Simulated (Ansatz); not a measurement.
Frontier orbitals of CH7AlN2.

```xyz
11

N     0.8047    0.7310    0.7698
C     0.6958   -0.7918    0.8406
Al   -0.8919   -0.0511   -0.0056
N    -1.0043   -0.0360   -1.7850
H     1.5555    1.0486    0.1725
H     0.8886    1.1798    1.6713
H     0.7022   -1.1217    1.8769
H     1.5187   -1.2602    0.3047
H    -2.1270    0.4221    0.8701
H    -1.7183    0.4474   -2.3040
H    -0.4240   -0.5681   -2.4113
```

Total charge 0; spin multiplicity 1. The bonds changed during the relaxation, so this is another structure than the one it started from. The structure was optimised at the PBE0-D4/def2-TZVP level. It is one conformer, not always the lowest. Basis def2-TZVPP, Ansatz.

Orbital energies of one run (eV). Highest occupied ones, from the top: -4.92, -5.49, -6.74, -8.09, -9.11, -9.57, -10.88, -11.71, -12.91, -15.86, -19.50, -22.40, -67.58, -67.60. Empty: -0.28, 0.28, 0.54, 0.95, 1.67, 2.37.

Which functional gave them?
A. PBE0
B. CAM-B3LYP
C. BLYP
D. HSE06 (plane-wave form)

C. HOMO energies: BLYP -4.92, CAM-B3LYP -7.79, HSE06 -5.97, PBE0 -6.37 eV.
